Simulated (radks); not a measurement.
All-electron atom: the ytterbium ion Yb3+ in [Xe] 4f13 (the NIST ground configuration).

All-electron calculation, Dirac Kohn-Sham, PBE, spin-unpolarised, spherical densities, finite nucleus; open shells fill j = l - 1/2 first; Fermi nuclear charge, rms radius 5.3108 fm. Program: a radial shooting solver on a logarithmic mesh with Libxc functionals.

Energy parts (hartree):
| part | energy |
|---|---|
| total | -14072.6416 |
| kinetic | 15629.7415 |
| electron-nucleus | -34861.9584 |
| Hartree | 5453.1565 |
| exchange-correlation | -293.5813 |

Orbitals (lengths in bohr, moments of r in powers of bohr):
orbital  occ.  eigenvalue (hartree)       <r^4>      <r>      <r^2>
1s1/2       2             -2248.446   7.560e-07  0.01966  0.0005300
2s1/2       2             -381.7581   0.0001157  0.08276   0.008153
2p1/2       2             -364.2278  0.00007039  0.06872   0.005860
2p3/2       4             -325.7528  0.00009811  0.07622   0.007072
3s1/2       2             -87.02317    0.004345   0.2163    0.05360
3p1/2       2             -79.27693    0.003876   0.2061    0.04945
3p3/2       4             -71.11123    0.004960   0.2201    0.05620
3d3/2       4             -57.91184    0.003444   0.1935    0.04402
3d5/2       6             -56.12797    0.003715   0.1978    0.04588
4s1/2       2             -18.12384      0.1051   0.4875     0.2686
4p1/2       2             -14.98657      0.1170   0.4952     0.2794
4p3/2       4             -13.13444      0.1503   0.5274     0.3167
4d3/2       4              -7.97023      0.2048   0.5522     0.3542
4d5/2       6              -7.63225      0.2223   0.5635     0.3688
5s1/2       2              -3.14513       3.718    1.187      1.585
5p1/2       2              -2.27154       6.015    1.321      1.979
5p3/2       4              -2.02706       8.053    1.422      2.289
4f5/2       6              -1.34811       1.297   0.7253     0.6874
4f7/2       7              -1.29678       1.426   0.7391     0.7162

The highest occupied level is 4f7/2 at -35.287 eV. The density falls to 0.001 e/bohr^3 at r = 3.09 bohr.
